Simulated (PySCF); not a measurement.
PySCF input file for C3H2O, SMILES C=C=C=O, SMD-ωB97X/6-31G*. The structure is a stationary point at r2SCAN-D4/def2-SVP.

```python
import numpy as np
from pyscf import gto, scf, dft
from pyscf.solvent import smd

mol = gto.M(
    atom='''
    C    -0.10186656    1.84054403   -0.00000000
    C     0.28038053    0.56570294    0.00000000
    C    -0.00541261   -0.70450274   -0.00000000
    O    -0.06387898   -1.87697673    0.00000000
    H     0.63212612    2.65871815    0.00000000
    H    -1.15970240    2.14663040    0.00000001
    ''',
    basis='6-31G*',
    charge=0,
    spin=0,
    max_memory=1600,
    verbose=3,
)
mf = dft.RKS(mol, xc='wb97x').density_fit(auxbasis='def2-universal-jkfit')
mf.grids.level = 3
mf.conv_tol = 1e-9
mf.max_cycle = 100
mf.kernel()
res = {}
for name in ['water', 'tetrahydrofuran', 'cyclohexanone']:
    s = mf.SMD()
    s.with_solvent.solvent, s.with_solvent.sasa_ng = name, 302
    s.kernel(mf.make_rdm1())
    res[name] = (s.e_tot, s.with_solvent.get_cds(), s.dip_moment(), s.mo_energy, s.converged)
    print(f'SMD {name}: dG(solv) = {(s.e_tot - mf.e_tot) * 627.509474:.3f} kcal/mol, of which CDS {res[name][1] * 627.509474:.3f}')
```

Output:

```
converged SCF energy = -190.590632012866
converged SCF energy = -190.589178397554
Dipole moment(X, Y, Z, Debye): -0.96043,  3.50535,  0.00000
SMD water: dG(solv) = 0.912 kcal/mol, of which CDS 4.953
converged SCF energy = -190.594847250656
Dipole moment(X, Y, Z, Debye): -0.92641,  3.06979,  0.00000
SMD tetrahydrofuran: dG(solv) = -2.645 kcal/mol, of which CDS -0.019
converged SCF energy = -190.594782492995
Dipole moment(X, Y, Z, Debye): -0.95504,  3.15699,  0.00000
SMD cyclohexanone: dG(solv) = -2.604 kcal/mol, of which CDS 0.366
```

The run converged.

Cost: very roughly 14 core-seconds.
